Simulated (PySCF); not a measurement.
Can point charges reproduce the dipole moment of `N1([SiH3])C[C@@H](CC1)CCC`?

Coordinates (GFN2-xTB, Å) and charges (e) from the PBE0/pcSseg-1 density (PySCF):

```
atom       x       y       z  Mulliken      IAO  Hirshfeld  ESP-fitted
  C1   3.942   0.029  -0.012   -0.2506  -0.4158    -0.1173     -0.4067
  C2   2.552  -0.022   0.612   -0.2764  -0.2451    -0.0645     +0.3443
  C3   1.465   0.310  -0.409   -0.1648  -0.2502    -0.0664     -0.3262
  C4   0.066   0.327   0.196   -0.3745  -0.1017    -0.0234     +0.1866
  C5  -0.417  -1.032   0.711   -0.2282  -0.2679    -0.0695     -0.2497
  C6  -1.946  -0.938   0.645   +0.0993  -0.1501    -0.0245     +0.0933
  N7  -2.244   0.195  -0.214   -0.8438  -0.5303    -0.1819     -0.3034
 Si8  -3.813   0.556  -0.791   +0.6400  +0.7422    +0.3366     +0.4473
  C9  -1.024   0.670  -0.822   +0.1720  -0.1449    -0.0276     -0.1901
 H10   4.018  -0.684  -0.831   +0.1066  +0.1354    +0.0382     +0.0952
 H11   4.703  -0.214   0.726   +0.1138  +0.1402    +0.0397     +0.0859
 H12   4.148   1.022  -0.405   +0.1071  +0.1354    +0.0382     +0.0954
 H13   2.376  -1.019   1.019   +0.1222  +0.1276    +0.0358     -0.0513
 H14   2.499   0.689   1.439   +0.1128  +0.1277    +0.0355     -0.0485
 H15   1.497  -0.424  -1.219   +0.1052  +0.1222    +0.0334     +0.0722
 H16   1.672   1.290  -0.845   +0.1157  +0.1266    +0.0361     +0.0770
 H17   0.028   1.055   1.012   +0.1170  +0.1273    +0.0353     +0.0225
 H18  -0.068  -1.245   1.719   +0.1307  +0.1405    +0.0417     +0.0637
 H19  -0.058  -1.821   0.047   +0.1164  +0.1288    +0.0368     +0.1024
 H20  -2.379  -0.757   1.635   +0.1145  +0.1292    +0.0321     +0.0224
 H21  -2.381  -1.867   0.260   +0.1079  +0.1185    +0.0311     +0.0307
 H22  -4.718   0.307   0.332   -0.1167  -0.1347    -0.0821     -0.1182
 H23  -3.773   1.961  -1.195   -0.1197  -0.1337    -0.0815     -0.1059
 H24  -4.255  -0.260  -1.939   -0.1210  -0.1647    -0.0953     -0.1236
 H25  -1.098   1.739  -1.026   +0.1200  +0.1355    +0.0394     +0.0912
 H26  -0.813   0.154  -1.772   +0.0943  +0.1021    +0.0245     +0.0932
```

Q: Form Σ q r in debye for every column and set it beside the full dipole.

A: The full density gives (1.19, -0.35, 0.32) D, 1.28 D in size; dipole vectors point from the negative to the positive end.

```json
{"scheme": "Mulliken", "μx": "1.53", "μy": "-1.01", "μz": "-0.54", "size (D)": "1.91", "share of the full size (%)": "149", "angle to the full dipole (°)": "35"}
{"scheme": "IAO", "μx": "0.30", "μy": "-0.03", "μz": "0.10", "size (D)": "0.32", "share of the full size (%)": "25", "angle to the full dipole (°)": "12"}
{"scheme": "Hirshfeld", "μx": "0.81", "μy": "-0.14", "μz": "0.26", "size (D)": "0.86", "share of the full size (%)": "68", "angle to the full dipole (°)": "7"}
{"scheme": "ESP-fitted", "μx": "1.20", "μy": "-0.39", "μz": "0.27", "size (D)": "1.29", "share of the full size (%)": "100", "angle to the full dipole (°)": "3"}
```

Q: Which set comes closest?

A: Length of the difference vector: ESP-fitted 0.06 D, Hirshfeld 0.44 D, IAO 0.97 D, Mulliken 1.13 D. Closest: ESP-fitted. The schemes that divide the density aren't constrained to reproduce the dipole.

Q: What is left for the Hirshfeld atoms' own dipoles?

A: The shares of the density sum to the whole, so what Σ q r misses lies in dipoles about the nuclei. The atomic dipoles sum to (1.19, -0.35, 0.32) − (0.81, -0.14, 0.26) = (0.38, -0.21, 0.06) D, 0.44 D in size.

Q: With the origin at the mean of the coordinates, (-0.001, 0.001, -0.043) Å, which are the largest single terms, by size, of the ESP-fitted dipole along the direction of the full one?

A: Si8 -8.34, C1 -7.16, C2 +4.20, N7 +3.18, H24 +2.58 D; all 26 atoms together +1.28 D. The single terms depend on the origin, their sum doesn't.

Q: Give the size of the full dipole in other units.

A: 1.28 D = 0.504 au = 0.267 e·Å = 4.27 × 10⁻³⁰ C·m.

Isolated species at its GFN2-xTB geometry (one conformer only). GFN2-xTB frequencies show an imaginary mode (22i cm⁻¹), so this geometry is no minimum at that level.
